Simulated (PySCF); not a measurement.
# A series of related molecules

Method: PySCF, TDDFT B3LYP/def2-SVPD circular dichroism and optical rotation, one conformer, gas phase. Geometry: GFN2-xTB.

Each molecule in one low-energy conformer. The parent is C[C@@H]1CC[Si@H]1CCl.

The molecule is flexible and this is one conformer; a measurement averages over conformers.

Task: How does the specific rotation at 589.3 nm (origin-invariant length gauge) change along this series?
- C[C@@H]1CC[Si@H]1CCl (base)
- C[C@@H]1CC[Si@@H]1CCl (diastereomer)

Result: 
| molecule | [α]589 (deg dm⁻¹ (g/mL)⁻¹) | S1 (eV) | R(S1), velocity form (10⁻⁴⁰ esu² cm²) |
| --- | --- | --- | --- |
| C[C@@H]1CC[Si@H]1CCl | -103.0 | 6.12 | +27.4 |
| C[C@@H]1CC[Si@@H]1CCl | -95.0 | 6.23 | +38.6 |

The specific rotation at 589.3 nm (origin-invariant length gauge) is lowest for C[C@@H]1CC[Si@H]1CCl and highest for C[C@@H]1CC[Si@@H]1CCl.
